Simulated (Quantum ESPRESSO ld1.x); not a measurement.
Values are calculated unless marked as measured or tabulated.
The mean radii <r> (bohr) of the occupied orbitals of an atom or ion are listed with their occupations. Level of theory: Dirac Kohn-Sham, PW91, spin-unpolarised, spherical densities, point nucleus (ld1.x of Quantum ESPRESSO 7.5).

| orbital | occ. | <r> |
|---|---|---|
| 1s1/2 | 2 | 0.01959 |
| 2s1/2 | 2 | 0.07937 |
| 2p1/2 | 0.333333 | 0.06536 |
| 2p3/2 | 0.666667 | 0.07221 |

Name the element and its charge. Open shells, if any, are shared by 2j + 1.

Answer. Z = 70, ytterbium, charge +65: Yb65+ in [He] 2s2 2p1. The 1s radius gives Z: for a bare nucleus <r> = (2 gamma + 1)/(2Z) with gamma = sqrt(1 - (Z/c)^2), 0.01942 bohr for Z = 70, and screening makes it slightly larger (0.01959 here). The occupations add up to 5, and the charge is Z minus that.
